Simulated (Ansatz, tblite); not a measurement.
Removing and adding an electron: Ga₄P₄H₁₄, a cluster cut from wurtzite GaP (hydrogen-capped). Charge 0, multiplicity 1. Geometry: PBE-D4/def2-SVP. Ansatz, gas phase; energy differences of separate SCF runs; the oxidised species was run as a doublet alone; the reduced species was run as a doublet alone.

```xyz
22

Ga    1.770   -0.651    1.949
P     1.925    1.333    0.464
Ga   -0.089   -2.446   -1.171
P    -0.255   -1.556    1.046
P     0.229   -0.289   -2.360
Ga    0.295    1.807   -1.216
Ga   -2.238   -0.295    1.505
P    -1.711    1.664    0.073
H     3.028   -1.514    1.540
H     1.538   -0.020    3.378
H     3.182    1.393   -0.215
H     2.052    2.547    1.209
H     1.284   -3.191   -1.398
H    -1.487   -2.953   -1.700
H    -0.447   -2.735    1.839
H     1.402   -0.300   -3.177
H    -0.730   -0.109   -3.405
H     0.507    3.100   -2.086
H    -2.220    0.306    2.965
H    -3.504   -0.927    0.807
H    -1.766    2.890    0.806
H    -2.765    1.947   -0.852
```

The xTB rows come from tblite. Single mean-field runs in def2-TZVP are fitted with def2-universal-jkfit. HOMO above LUMO, or a gap near zero within one spin, warns that the state may not be the lowest or that an electron is smeared out.

Question: Estimate orbital energies and vertical ionisation energies and electron affinities at: GFN1-xTB; GFN2-xTB; PBE-D4/def2-TZVP; PBE0-D4/def2-TZVP; BHLYP-D4/def2-TZVP.

Answer: 
```csv
level,−HOMO (eV),vertical IE (eV),−LUMO (eV),vertical EA (eV),HOMO–LUMO gap (eV),IE − EA (eV),remarks
GFN1-xTB,10.81,12.74,6.01,4.07,4.79,8.67,–
GFN2-xTB,11.00,12.93,7.26,5.41,3.73,7.51,–
PBE-D4/def2-TZVP,6.22,–,1.84,0.07,4.38,–,"HOMO above zero (-1 doublet), gap within one spin near zero (-1 doublet)"
PBE0-D4/def2-TZVP,7.28,8.72,1.05,-0.12,6.23,8.85,HOMO above zero (-1 doublet)
BHLYP-D4/def2-TZVP,8.23,8.92,0.16,-0.45,8.07,9.37,HOMO above zero (-1 doublet)
```

Run but left out: PBE-D4/def2-TZVP (charge +1 doublet: an occupied level 0.05 eV above an empty one).   A HOMO above zero means that the electron is unbound at that level or that self-interaction error raises the level; the energy of removing that electron tells which. Raw xTB energy differences between charge states are shifted by several eV; the methods need an empirical correction for them. Sets without diffuse functions give affinities that are too small. A negative affinity means that the extra electron isn't bound; its size then hangs on the basis.
